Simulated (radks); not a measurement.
The mean radii <r> (bohr) of the occupied orbitals of an atom or ion are listed with their occupations. Calculated with a radial shooting solver on a logarithmic mesh with Libxc functionals: scalar-relativistic Kohn-Sham, SCAN, spin-polarised, spherical densities, finite nucleus; meta-GGA in the generalised Kohn-Sham scheme; Fermi nuclear charge, rms radius of each element as measured or else 0.836 A^(1/3) + 0.57 fm.

| orbital | occ. | <r> |
|---|---|---|
| 1s up | 1 | 0.02410 |
| 1s down | 1 | 0.02410 |
| 2s up | 1 | 0.1030 |
| 2s down | 1 | 0.1030 |
| 2p up | 3 | 0.09055 |
| 2p down | 3 | 0.09055 |
| 3s up | 1 | 0.2718 |
| 3s down | 1 | 0.2717 |
| 3p up | 3 | 0.2702 |
| 3p down | 3 | 0.2700 |
| 3d up | 5 | 0.2476 |
| 3d down | 5 | 0.2474 |
| 4s up | 1 | 0.6228 |
| 4s down | 1 | 0.6226 |
| 4p up | 3 | 0.6597 |
| 4p down | 3 | 0.6595 |
| 4d up | 5 | 0.7284 |
| 4d down | 5 | 0.7284 |
| 5s up | 1 | 1.500 |
| 5s down | 1 | 1.523 |
| 5p up | 3 | 1.739 |
| 5p down | 3 | 1.762 |
| 4f up | 3 | 1.126 |

Name the element and its charge. Open shells, if any, are filled with parallel spins first.

Answer. Z = 59, praseodymium, charge +2: Pr2+ in [Xe] 4f3. The 1s radius gives Z: for a bare nucleus <r> = (2 gamma + 1)/(2Z) with gamma = sqrt(1 - (Z/c)^2), 0.02377 bohr for Z = 59, and screening makes it slightly larger (0.02410 here). The occupations add up to 57, and the charge is Z minus that.
